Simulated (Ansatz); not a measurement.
One change: `CB(O)C=[Se]` becomes `CB(N)O`.

Ansatz, PBE0-D4/def2-TZVP geometries, multiplicity 1. Each molecule was computed in one conformer, which needn't be the lowest.

Scalar relativity is left out up to krypton.

```json
{"property": "size of the dipole moment (ωB97M-V/def2-TZVPP) / D", "`CB(O)C=[Se]`": "1.08"}
{"property": "size of the dipole moment (B3LYP/def2-TZVPP) / D", "`CB(O)C=[Se]`": "1.12"}
{"property": "HOMO energy (ωB97M-V/def2-TZVPP) / eV", "`CB(O)C=[Se]`": "-8.85"}
{"property": "HOMO–LUMO gap (PBE0/def2-TZVPP) / eV", "`CB(O)C=[Se]`": "3.31"}
{"property": "HOMO energy (B3LYP/def2-TZVPP) / eV", "`CB(O)C=[Se]`": "-6.46"}
{"property": "HOMO–LUMO gap (ωB97M-V/def2-TZVPP) / eV", "`CB(O)C=[Se]`": "7.57"}
```

Give the same properties after the change, and the shifts. (An estimate is asked.)

The calculation gave: 
| property | `CB(N)O` | shift |
| --- | --- | --- |
| size of the dipole moment (ωB97M-V/def2-TZVPP) / D | 0.86 | -0.22 |
| size of the dipole moment (B3LYP/def2-TZVPP) / D | 0.86 | -0.26 |
| HOMO energy (ωB97M-V/def2-TZVPP) / eV | -9.98 | -1.13 |
| HOMO–LUMO gap (PBE0/def2-TZVPP) / eV | 8.34 | 5.03 |
| HOMO energy (B3LYP/def2-TZVPP) / eV | -7.33 | -0.87 |
| HOMO–LUMO gap (ωB97M-V/def2-TZVPP) / eV | 12.02 | 4.45 |

With PBE0 the HOMO falls by 0.89 eV and the LUMO rises by 4.14 eV, so the gap widens by about 5.03 eV. PBE moves the HOMO by -0.59 eV and ωB97M-V by -1.13 eV. Dipoles are sizes alone; their direction can turn.

B3LYP here is the variant with VWN-RPA as its local correlation; programs differ in this.

Spin–orbit coupling is left out; it splits and shifts lone-pair levels of the heavy atoms by tenths of an eV.
